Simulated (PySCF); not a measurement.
Compound: C₅H₁₀SSi.
Numbering: `[CH3:1][SiH2:2]/[CH:3]=[CH:4]\[C:5]([CH3:6])=[S:7]` (hydrogens: H8, H9, H10 on C1; H11, H12 on Si2; H13 on C3; H14 on C4; H15, H16, H17 on C6)

Structure used (GFN2-xTB), in Å, numbered top down from 1:
```xyz
17
C5H10SSi angstrom
C      2.6279   -0.1330    0.7185
Si     1.4369   -1.3126   -0.1802
C      0.2680   -0.3523   -1.3175
C     -0.8555    0.3098   -1.0046
C     -1.4015    0.4727    0.3144
C     -2.7790    1.0426    0.4067
S     -0.5765    0.0911    1.6773
H      2.2168    0.8662    0.8230
H      2.8452   -0.5019    1.7155
H      3.5690   -0.0543    0.1824
H      0.7142   -2.2448    0.6848
H      2.2252   -2.1303   -1.1247
H      0.5312   -0.3718   -2.3674
H     -1.4475    0.7667   -1.7934
H     -3.1036    1.0990    1.4421
H     -3.4772    0.4227   -0.1570
H     -2.8006    2.0420   -0.0298
```

ESP-fitted charges (e) from the PBE0/pcSseg-1 density (PySCF), one withheld:

```tsv
atom	bonded to	charge
C1	Si2 H8 H9 H10	-0.4782
Si2	C1 C3 H11 H12	+0.6847
C3	Si2 C4 H13	-0.3960
C4	C3 C5 H14	?
C5	C4 C6 S7	+0.2599
C6	C5 H15 H16 H17	-0.4447
S7	C5	-0.2314
H8	C1	+0.1234
H9	C1	+0.1226
H10	C1	+0.0988
H11	Si2	-0.1441
H12	Si2	-0.2076
H13	C3	+0.1869
H14	C4	+0.1157
H15	C6	+0.1083
H16	C6	+0.1545
H17	C6	+0.1563
```

(1) What is the charge on C4?

(2) Add each hydrogen's charge to the atom that carries it.

(3) Across which bond do the charges differ most?

(4) Take the bonds between elements whose Pauling electronegativities differ by more than 0.25. In how many does the more electronegative atom carry the lower charge?

(5) How much positive and how much negative charge does this set hold in all?

Results:

(1) The charges add up to the total charge, 0. The others sum to +0.1091, which leaves -0.1091 e for C4 (alkene CH carbon); the computed value is -0.1090, the difference coming from rounding.

(2) C1 -0.1334, Si2 +0.3330, C3 -0.2091, C4 +0.0067, C6 -0.0256. Atoms without hydrogen keep their charges.

(3) Si2–C1: +0.6847 on Si2 against -0.4782 on C1, a difference of 1.1629 e. The lower charge is on the more electronegative element of the two (Pauling values: C 2.55, Si 1.90).

(4) In 12 of 12.

(5) +2.0111 e on 10 atoms and -2.0110 e on 7.

The ESP scheme fits charges at the nuclei, held to the total charge, to the electrostatic potential on points at 1.4 to 2.0 times the van der Waals radii. Geometry: GFN2-xTB, one conformer, isolated molecule. GFN2-xTB frequencies show an imaginary mode (60i cm⁻¹), so this geometry is no minimum at that level.
